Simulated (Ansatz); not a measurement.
`C#CCC(=O)O` + `F[SiH3]` → `O=C(O)C[SiH2]F` + `C#C`  (formal exchange of groups at a C–C bond)

Gas-phase electronic energies from Ansatz, PBE0-D4/def2-TZVP geometries. CCSD(T)/CBS is the MP2 limit (def2-TZVPP, def2-QZVPP) plus CCSD(T) − MP2 in def2-TZVPP, frozen cores. This one scheme is used for every species. Functionals use def2-TZVPP. B3LYP here is the variant with VWN-RPA as its local correlation; programs differ in this. Each species was taken in one conformer, which may not be the lowest.

`C#CCC(=O)O`:

Cartesian coordinates in Å:
```
C 0.533 -0.344 2.435
C 0.435 -0.417 1.244
C 0.328 -0.524 -0.195
C -0.489 0.573 -0.840
O -1.031 1.482 -0.286
O -0.529 0.387 -2.171
H 0.614 -0.270 3.494
H 1.320 -0.513 -0.661
H -0.120 -1.481 -0.483
H -1.060 1.108 -2.537
```

`F[SiH3]`:

```xyz
5

F    -1.458   -0.065    0.551
Si    0.038    0.002   -0.014
H     0.937    0.403    1.093
H     0.079    1.001   -1.107
H     0.404   -1.341   -0.522
```

`O=C(O)C[SiH2]F`:

```xyz
11

O    -1.575    0.571   -0.605
C    -0.404    0.738   -0.844
O     0.024    1.555   -1.814
C     0.695    0.060   -0.094
Si   -0.073   -1.043    1.217
F     1.144   -1.748    1.992
H    -0.765    1.936   -2.228
H     1.317   -0.511   -0.790
H     1.356    0.812    0.348
H    -0.832   -0.254    2.210
H    -0.889   -2.116    0.608
```

`C#C`:

```xyz
4

C     0.022   -0.536   -0.266
C    -0.022    0.536    0.266
H     0.061   -1.488   -0.740
H    -0.061    1.488    0.740
```

Task: Is it downhill or uphill in electronic energy at CCSD(T)/CBS, and by how much? (Estimate.)

Result: Computed: Downhill: ΔE = -0.39 eV.

Task: What do these levels give: ωB97X-V, B3LYP, MP2/def2-TZVPP, SCS-MP2/def2-TZVPP, CCSD(T)/def2-TZVPP, HF/CBS(def2)? (Best estimate.)

Result: Computed: ωB97X-V -0.36, B3LYP -0.29, MP2/def2-TZVPP -0.35, SCS-MP2/def2-TZVPP -0.32, CCSD(T)/def2-TZVPP -0.37, HF/CBS(def2) -0.28 eV.

Largest T1 diagnostic among the species: 0.014.

The D4 term adds −0.04 eV with B3LYP and −0.02 eV with PBE0; it sums over pairs of atoms, weighted by their polarisabilities, and B3LYP, whose exchange is more repulsive, gets the larger term. In def2-TZVPP, CCSD(T) changes the Hartree–Fock value by −0.09 eV (the triples alone add −0.01 eV) and MP2 by −0.07 eV.
